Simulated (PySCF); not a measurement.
## Electric field gradients and quadrupole coupling constants

C₃H₁₀OSi₂.
Cartesian coordinates in Å at the PBE0-D3(BJ)/def2-SVP level; atoms count from 1:
```
atom  x, y, z in Å
C1     2.216   -0.179   -0.555
O2     1.757    0.603    0.510
Si3    0.157    0.747    0.949
C4    -0.996    1.214   -0.489
Si5   -1.633   -0.580   -0.468
C6    -0.731   -0.919    1.173
H7     1.828    0.172   -1.529
H8     3.315   -0.123   -0.590
H9     1.937   -1.244   -0.444
H10    0.160    1.663    2.124
H11   -0.533    1.587   -1.415
H12   -1.768    1.938   -0.180
H13   -1.082   -1.393   -1.597
H14   -3.120   -0.739   -0.435
H15   -1.414   -0.907    2.039
H16   -0.110   -1.825    1.244
```

Field gradients from the PBE0/pcSseg-1 density (PySCF, non-relativistic), principal values in atomic units, ordered |Vxx| ≤ |Vyy| ≤ |Vzz|:

| atom | Vxx | Vyy | Vzz |
| --- | --- | --- | --- |
| O2 | -0.4900 | -1.2566 | 1.7466 |

**Question.** Find the asymmetry η = (Vxx − Vyy)/Vzz and the couplings χ = eQV/h (234.96 MHz × Q in barn × V in au), with Q(17O) = −0.0256 b.

**Answer.** 
| atom | environment | nucleus | η | χzz (MHz) | χxx (MHz) | χyy (MHz) |
| --- | --- | --- | --- | --- | --- | --- |
| O2 | silyl ether oxygen | 17O | 0.44 | -10.51 | 2.95 | 7.56 |

**Question.** What is Vzz at O2 in SI units (1 au = 9.71736 × 10²¹ V/m²)?

**Answer.** 1.7466 au = 16.972 × 10²¹ V/m².

**Question.** What couplings would deuterons (Q(2H) = 0.00286 b) have in place of the hydrogens, at this geometry?

**Answer.** 
```csv
atom,bonded to,bond length (Å),Vzz (au),η,χzz (kHz)
H7,C1,1.106,0.2748,0.08,185
H8,C1,1.101,0.2848,0.07,191
H9,C1,1.106,0.2743,0.09,184
H10,Si3,1.490,0.1412,0.02,95
H11,C4,1.100,0.3086,0.04,207
H12,C4,1.103,0.3025,0.05,203
H13,Si5,1.497,0.1401,0.02,94
H14,Si5,1.496,0.1397,0.01,94
H15,C6,1.103,0.3025,0.05,203
H16,C6,1.100,0.3086,0.04,207
```

Geometry: PBE0-D3(BJ)/def2-SVP, one conformer, isolated molecule. The basis is small and wasn't made for field gradients, so the couplings can be 20 % off.

The run behind these numbers computed NMR shieldings as well. The run took 19 s on one thread, Arm Neoverse V1 (aarch64), on a shared host, and the process peaked at 0.96 GiB of memory.
